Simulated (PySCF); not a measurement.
Br₂Hf, SMILES [Br][Hf][Br], multiplicity 1. Geometry: PBE-D3(BJ)/def2-SVP. The spin state was assumed, not searched. The def2 effective core potentials stand for the cores of Hf; spin–orbit coupling is left out.

**Question.** Give the equilibrium geometry at PBE-D3(BJ)/def2-SVP (PySCF confirms it by a frequency run) as Cartesian coordinates in Å, and its point group. (An estimate is asked for; the answer gives what the named calculation found.)

**Answer.** point group C2v.
```xyz
3

Hf     0.0000     0.0000    -0.2833
Br     0.0000     2.4125     0.2913
Br     0.0000    -2.4125     0.2913
```
